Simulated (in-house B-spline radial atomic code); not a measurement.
**RPA and G0W0 on HSE06: neutral molybdenum**

Configuration [Kr] 4d5 5s1, highest spin, mean-field start HSE06. Computed with an all-electron radial atomic-structure program (B-spline basis): all electrons, scalar-relativistic (spin-free one-electron X2C), finite nucleus, each spin shell either full or empty, empty states to l = 9 with an (l + 1/2)⁻⁴ tail; G0W0 by contour deformation at full frequency.

RPA overbinds a lone outer s electron by self-correlation, and G0W0 tends to as well.

Command:
```bash
python run_gw.py task.json out
```
Settings (radii: box in bohr, nucleus in fm):
```
Z                        42
electrons                42
configuration            [Kr] 4d5 5s1
hamiltonian              x2c
method                   hse06
lmax                     9
rms_radius               4.4091
spin_polarised           True
box_radius               40
intervals                73
ion_configuration        [Kr] 4d5
```

Cost of the run: 20 s on 1 thread of Arm Neoverse N1, on a shared host.

Energies (hartree):

```csv
term,value
mean-field total,-4048.06107
Hartree-Fock functional on these orbitals,-4046.22592
direct second order,-3.5065
second-order exchange,1.0458
SOSEX correction,0.95486
```

Problem. What is the RPA correlation energy, and what remains with SOSEX?

Solution. RPA gives -3.0522 hartree (-1.98 eV per electron); RPA + SOSEX gives -2.0974, and the second-order doubles -2.4607 hartree (no singles). RPA lacks exchange-type terms and so overcorrelates at short range.

Quasi-particle levels (eV):

```tsv
level	occupied	mean field	Σx - vxc	Σc	QP weight	G0W0
5s up	yes	-4.794	-1.85	?	?	?
5s down	no	-1.223	2.87	-2.11	0.887	-0.464
```

G0W0 = mean field + (Σx - vxc) + Σc, with Σc (partial-wave tail included) taken at the quasi-particle energy. Only the outer levels were computed. Levels of low weight are left out.

Problem. Where does G0W0 put 5s up?

Solution. At -7.586 eV, with Σc = -0.94 eV and a quasi-particle weight of 0.853. The tabulated removal energy is 7.092 eV (NIST, measured); the calculation leaves out spin-orbit coupling, Breit and QED terms, and what these don't explain is the method's own error.

Problem. What does it cost to remove one electron (to [Kr] 4d5) by differences of total energies, each species on its own start (correlation terms add to the Hartree-Fock functional)?

Solution. HSE06 7.223 eV, Hartree-Fock functional 6.208 eV, + RPA 7.676 eV, + RPA + SOSEX 6.860 eV, + second order 7.667 eV. Tabulated: 7.092 eV (NIST, measured); the calculation leaves out spin-orbit coupling, Breit and QED terms, and what these don't explain is the method's own error.
